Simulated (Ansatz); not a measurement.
The cluster Na6Au⁺. Total charge 1; singlet. Geometry PBE-D4/def2-SVP, basis def2-TZVP, Ansatz.

Cartesian coordinates in Å:
```
Au 1.276 0.767 0.239
Na 1.900 -1.596 -1.375
Na 3.612 2.156 0.637
Na -0.900 2.203 1.577
Na -3.962 0.829 1.399
Na -1.267 -0.789 -0.201
Na -0.660 -3.571 -2.277
```

```
run  HOMO (eV)  LUMO (eV)
  A      -6.19      -4.37
  B      -7.41      -3.58
  C      -5.82      -5.09
  D      -5.76      -4.73
  E      -5.91      -5.10
  F      -6.28      -4.60
```

In the def2 sets Au takes a core potential; there is no spin–orbit coupling. No other spin state of charge 1 was run. Another isomer (singlet) lies 0.46 eV lower at PBE0-D4/def2-TZVP; other spin states weren't run for this one.

Task: The runs used BLYP, PBE, PBE0, r2SCAN, r2SCAN0, ωB97M-V. Estimate which is which.

Result: A r2SCAN0 (25 % exact exchange); B ωB97M-V (range-separated); C BLYP (0 % exact exchange); D r2SCAN (0 % exact exchange); E PBE (0 % exact exchange); F PBE0 (25 % exact exchange). Exact exchange lowers occupied and raises empty levels; among semilocal functionals meta-GGAs tend to open the gap a little, and such runs are hard to tell apart. The gap grows from 0.73 eV (BLYP) to 3.82 eV (ωB97M-V). The restricted singlet is unstable towards broken spin symmetry in Hartree–Fock (as tested in another run); at r2SCAN0-D4/def2-TZVP, ωB97M-V/def2-TZVP, BLYP-D4/def2-TZVP, r2SCAN-D4/def2-TZVP and others this wasn't settled.
